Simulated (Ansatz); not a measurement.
One change: `O[Si](O)(F)[SiH2]F` becomes `O[Si](O)(F)F`.

Ansatz, PBE0-D4/def2-TZVP geometries, multiplicity 1. Each molecule was computed in one conformer, which needn't be the lowest.

```json
{"property": "size of the dipole moment (PBE/def2-TZVPP) / D", "`O[Si](O)(F)[SiH2]F`": "1.58"}
{"property": "zero-point energy (PBE0-D4/def2-TZVP) / kJ/mol", "`O[Si](O)(F)[SiH2]F`": "137.2"}
{"property": "HOMO energy (ωB97M-V/def2-TZVPP) / eV", "`O[Si](O)(F)[SiH2]F`": "-10.56"}
{"property": "LUMO energy (B3LYP/def2-TZVPP) / eV", "`O[Si](O)(F)[SiH2]F`": "-0.92"}
{"property": "size of the dipole moment (B3LYP/def2-TZVPP) / D", "`O[Si](O)(F)[SiH2]F`": "1.56"}
{"property": "HOMO–LUMO gap (B3LYP/def2-TZVPP) / eV", "`O[Si](O)(F)[SiH2]F`": "7.35"}
```

Q: Give the same properties after the change, and the shifts. (Estimate.)

A: Computed: 
```json
{"property": "size of the dipole moment (PBE/def2-TZVPP) / D", "`O[Si](O)(F)F`": "0.17", "shift": "-1.41"}
{"property": "zero-point energy (PBE0-D4/def2-TZVP) / kJ/mol", "`O[Si](O)(F)F`": "91.6", "shift": "-45.6"}
{"property": "HOMO energy (ωB97M-V/def2-TZVPP) / eV", "`O[Si](O)(F)F`": "-12.65", "shift": "-2.09"}
{"property": "LUMO energy (B3LYP/def2-TZVPP) / eV", "`O[Si](O)(F)F`": "-0.11", "shift": "0.81"}
{"property": "size of the dipole moment (B3LYP/def2-TZVPP) / D", "`O[Si](O)(F)F`": "0.21", "shift": "-1.35"}
{"property": "HOMO–LUMO gap (B3LYP/def2-TZVPP) / eV", "`O[Si](O)(F)F`": "9.75", "shift": "2.40"}
```

With PBE0 the HOMO falls by 1.70 eV and the LUMO rises by 1.01 eV, so the gap widens by about 2.71 eV. PBE moves the HOMO by -1.19 eV and ωB97M-V by -2.09 eV. The zero-point energy changes by -45.6 kJ/mol with -9 modes. Dipoles are sizes alone; their direction can turn.

B3LYP here is the variant with VWN-RPA as its local correlation; programs differ in this.
